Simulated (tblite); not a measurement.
C5H6BBr.
SMILES with atom numbers: `[CH:1]#[C:2][BH:3]/[C:4]([Br:5])=[CH:6]\[CH3:7]` (hydrogens: H8 on C1; H9 on B3; H10 on C6; H11, H12, H13 on C7)

Computed with GFN2-xTB (tblite), gas phase: L-BFGS steps from a force-field or distance-geometry start until the largest atomic force falls under 0.01 eV/Å.

At the end of the run (lengths in Å): B3–C4 1.547, C7–H12 1.090, C4=C6 1.337, C6–C7 1.486, C4–Br5 1.948, C2–B3 1.503, C1≡C2 1.207, C4–C6–C7 125.6°, B3–C4–C6 130.9°, B3–C4–Br5 114.1°, C2–B3–C4 122.0°, C2–B3–C4–Br5 -154°, B3–C4–C6–C7 1°, H9–B3–C4–Br5 23°, H10–C6–C7–H11 59°.

**Question.** These geometries were met on the way; a selection of coordinates is given. Order them by energy above the end point, lowest first.
A. B3–C4 1.558, C7–H12 1.091, C4=C6 1.321, C6–C7 1.499, C4–Br5 1.947, C2–B3 1.499, C1≡C2 1.206, C4–C6–C7 121.3°, B3–C4–C6 136.8°, B3–C4–Br5 104.7°, C2–B3–C4 119.0°, C2–B3–C4–Br5 -86°, B3–C4–C6–C7 -1°, H9–B3–C4–Br5 90°, H10–C6–C7–H11 8°
B. B3–C4 1.553, C7–H12 1.097, C4=C6 1.321, C6–C7 1.494, C4–Br5 1.945, C2–B3 1.500, C1≡C2 1.209, C4–C6–C7 122.7°, B3–C4–C6 135.8°, B3–C4–Br5 105.0°, C2–B3–C4 120.7°, C2–B3–C4–Br5 -102°, B3–C4–C6–C7 -2°, H9–B3–C4–Br5 74°, H10–C6–C7–H11 45°
C. B3–C4 1.572, C7–H12 1.074, C4=C6 1.295, C6–C7 1.522, C4–Br5 1.939, C2–B3 1.498, C1≡C2 1.218, C4–C6–C7 115.4°, B3–C4–C6 125.9°, B3–C4–Br5 112.9°, C2–B3–C4 116.6°, C2–B3–C4–Br5 -77°, B3–C4–C6–C7 2°, H9–B3–C4–Br5 81°, H10–C6–C7–H11 7°
D. B3–C4 1.597, C7–H12 1.136, C4=C6 1.342, C6–C7 1.485, C4–Br5 1.913, C2–B3 1.534, C1≡C2 1.229, C4–C6–C7 115.9°, B3–C4–C6 120.8°, B3–C4–Br5 116.4°, C2–B3–C4 113.4°, C2–B3–C4–Br5 -72°, B3–C4–C6–C7 -1°, H9–B3–C4–Br5 73°, H10–C6–C7–H11 4°
E. B3–C4 1.557, C7–H12 1.091, C4=C6 1.318, C6–C7 1.495, C4–Br5 1.924, C2–B3 1.491, C1≡C2 1.203, C4–C6–C7 115.9°, B3–C4–C6 128.9°, B3–C4–Br5 109.9°, C2–B3–C4 118.0°, C2–B3–C4–Br5 -83°, B3–C4–C6–C7 1°, H9–B3–C4–Br5 90°, H10–C6–C7–H11 6°

**Answer.** B (0.064 eV), A (0.110 eV), E (0.178 eV), C (0.303 eV), D (0.514 eV).

```csv
step,E above end (eV),"rms distance from the end, all atoms (Å)",largest force (eV/Å),rms shift of all bonds from the end (Å)
66,0.064,0.718,0.221,0.006
33,0.110,0.943,0.127,0.007
5,0.178,0.971,0.278,0.011
2,0.303,0.975,1.813,0.020
0,0.514,0.980,2.243,0.026
```

Rows stand in the order of the answer.
